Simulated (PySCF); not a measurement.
Compound: 2-methylcyclohexanone, C7H12O.
Cartesian coordinates in Å at the GFN2-xTB level; atoms count from 1:
```
atom  x, y, z in Å
C1     2.330   -0.735    0.182
C2     0.898   -0.454   -0.262
C3     0.587    1.049   -0.258
C4    -0.847    1.318   -0.697
C5    -1.825    0.603    0.228
C6    -1.546   -0.902    0.243
C7    -0.106   -1.163    0.628
O8     0.206   -1.858    1.560
H9     2.517   -1.806    0.186
H10    2.490   -0.363    1.191
H11    3.039   -0.255   -0.488
H12    0.753   -0.834   -1.281
H13    1.287    1.561   -0.922
H14    0.740    1.439    0.751
H15   -0.989    0.966   -1.722
H16   -1.042    2.393   -0.683
H17   -2.852    0.780   -0.096
H18   -1.722    0.996    1.242
H19   -1.718   -1.315   -0.754
H20   -2.205   -1.409    0.949
```

Vertical excitations from PySCF (density fitting, frozen core in the response, grid level 2 and gas phase unless stated; continuum runs use non-equilibrium linear response for the excitations) on a GFN2-xTB geometry. Reference run:

| settings | S1, eV (f) | S2, eV (f) | S3, eV (f) | S4, eV (f) | S5, eV (f) | S6, eV (f) | T1, eV (Tamm–Dancoff) | mean α (au) |
| --- | --- | --- | --- | --- | --- | --- | --- | --- |
| PBE0/def2-SVPD, full TDDFT, 6 singlets | 4.32 (0.000) | 6.73 (0.003) | 7.06 (0.001) | 7.20 (0.011) | 7.32 (0.030) | 7.34 (0.017) | 3.73 | 82.1 |

What do these settings give: wB97X/ANO-RCC-VDZP, grid level 1, TDA, 1 singlet?

```
                                        settings    S1, eV (f)  S2, eV (f)  S3, eV (f)  S4, eV (f)  S5, eV (f)  S6, eV (f)  T1, eV (Tamm–Dancoff)  mean α (au)
wB97X/ANO-RCC-VDZP, grid level 1, TDA, 1 singlet  4.47 (0.000)           –           –           –           –           –                   3.90         74.7
```

S1 moves by +0.15 eV; functional, basis and response scheme change together, so the shift can't be laid on one. States are counted by energy in each run and needn't keep their character from row to row.

ANO-RCC sets were contracted for a scalar-relativistic Hamiltonian, but ran non-relativistically here.

Which orbital pairs make up S1 in each run, and how does it sit against the orbital gap?

| settings | S1 configurations (weight) | S1 (eV) | orbital gap (eV) | S1 − gap (eV) |
| --- | --- | --- | --- | --- |
| PBE0/def2-SVPD, full TDDFT, 6 singlets | H→L 0.95 | 4.32 | 6.51 | -2.19 |
| wB97X/ANO-RCC-VDZP, grid level 1, TDA, 1 singlet | H→L 0.55, H→L+3 0.25, H→L+1 0.08 | 4.47 | 10.97 | -6.50 |

One conformer stands for the species.
